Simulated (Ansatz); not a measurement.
Total energies of Hg3Te3H12 from Ansatz at PBE0-D4/def2-SVP, gas phase (1 Eh = 27.2114 eV = 2625.5 kJ/mol). The reference geometry is relaxed at r2SCAN-D4/def2-SVP.

```xyz
18

Te   -1.5375    1.7211   -1.2355
Hg    1.6738    3.3856   -1.7843
Te    2.5895    0.3727    0.0794
Hg   -4.1390   -0.6030   -0.1266
Te   -1.0506   -2.1117    1.1295
Hg    2.4522   -2.7533    1.9767
H    -2.3458    3.1079   -0.7963
H    -2.0839    1.8777   -2.7997
H     1.8777    2.6071   -3.2339
H     1.5026    4.2318   -0.3682
H     3.8640   -0.0655   -0.8969
H     3.6293    1.1617    1.1117
H    -4.0197   -1.4618   -1.5401
H    -4.3386    0.2443    1.2848
H    -1.3776   -3.6467    0.5758
H    -1.6485   -2.5077    2.6312
H     2.2903   -1.9203    3.4014
H     2.6616   -3.6398    0.5911
```

| state | geometry | energy (Eh) |
| --- | --- | --- |
| charge 0 singlet | reference | -1271.56969 |
| charge 1 doublet | reference | -1271.26732 |
| charge -1 doublet | reference | -1271.57803 |
| free Te atom (triplet) | – | -267.98598 |
| free Hg atom (singlet) | – | -153.51015 |
| free H atom (doublet) | – | -0.50029 |

In the def2 sets Hg, Te take a core potential; there is no spin–orbit coupling.

Work out the vertical ionisation energy to the doublet.

E(charge 1 doublet) − E(charge 0 singlet) = -1271.26732 − (-1271.56969) = 0.30237 Eh = 8.23 eV. For comparison, −ε of the highest occupied level is 6.88 eV at this level, 1.35 eV less.

Work out the vertical electron affinity, to the doublet.

E(charge 0 singlet) − E(charge -1 doublet) = -1271.56969 − (-1271.57803) = 0.00834 Eh = 0.23 eV. The basis lacks diffuse functions, which makes affinities too small.

Give the fundamental gap IE − EA, the Mulliken electronegativity (IE + EA)/2 and the hardness (IE − EA)/2.

From the values in Eh: IE − EA = 0.30237 − 0.00834 = 0.29403 Eh = 8.00 eV; (IE + EA)/2 = 4.23 eV; (IE − EA)/2 = 4.00 eV. The HOMO–LUMO gap of the same run is 5.46 eV, 2.54 eV smaller than the fundamental gap.

What is the binding energy per atom against free atoms?

Atoms: 3 × (-267.98598) + 3 × (-153.51015) + 12 × (-0.50029) = -1270.49187 Eh. Binding: -1270.49187 − (-1271.56969) = 1.07782 Eh = 29.33 eV, or 1.63 eV for each of 18 atoms (no zero-point energy, no counterpoise term).

At PBE0-D4/def2-SVP the highest occupied level of the charge -1 doublet lies above zero (up to 1.05 eV). By energy differences its removal costs 0.23 eV (vertical, to the charge 0 singlet, at PBE0-D4/def2-SVP); self-interaction error and the lack of diffuse functions both raise the level.
